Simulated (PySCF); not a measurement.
# Input and output

[Nd(PH3)]3+ (singlet in the valence; each metal's 4f electrons, 3 of them, lie in its core potential, out of spins and levels). PySCF 2.14.0, RKS PBE0, Nd lcecp-1-SVP with ECP49, P def2-SVP, H def2-SVP; non-relativistic Hamiltonian with scalar-relativistic core potentials where named; density fitting; no spin-orbit coupling. The geometry is an unrelaxed template.

```python
mol = gto.M(atom='''
Nd     0.00000     0.00000     0.00000
P      0.00000     0.00000     2.96250
H      1.21000     0.00000     3.70570
H     -0.60500     1.04790     3.70570
H     -0.60500    -1.04790     3.70570''',
    basis={'Nd': 'lcecp-1-SVP', 'P': 'def2-SVP', 'H': 'def2-SVP'},
    ecp={'Nd': 'lcecp-1-SVP'},
    charge=3, spin=0)
mf = dft.RKS(mol, xc='PBE0')
mf.grids.atom_grid = (50, 194)  # f atoms: unpruned, at least (60, 302)
mf = mf.density_fit()  # fitting sets: Nd AutoAux, P def2-universal-JKFIT, H def2-universal-JKFIT
mf.conv_tol = 1e-08; mf.max_cycle = 55
mf.kernel(dm0)  # dm0: free metal ions and neutral atoms
```

Run from Python with OMP_NUM_THREADS=2; the lines above give its settings. Where DIIS fails, smearing, a level shift and second-order steps follow.
It took 1.7 s on 2 threads of Arm Neoverse V2, with other jobs on the host, peak memory 0.38 GiB.

Task: Where do the frontier levels lie, over both spins?

Result: HOMO -24.53 eV, LUMO -19.70 eV. The 4f levels lie in the core potential and are missing.

Task: What are the Mulliken charges and spins?

Result: 
| atom | charge (e) | spin (e) |
| --- | --- | --- |
| Nd1 | 2.373 | 0.000 |
| P2 | -0.128 | 0.000 |
| H3 | 0.252 | 0.000 |
| H4 | 0.252 | 0.000 |
| H5 | 0.252 | 0.000 |
The spin of the 4f electrons in the core isn't counted.

An lcecp potential fixes the number of 4f electrons, so in runs with it no electron can move into or out of that shell.
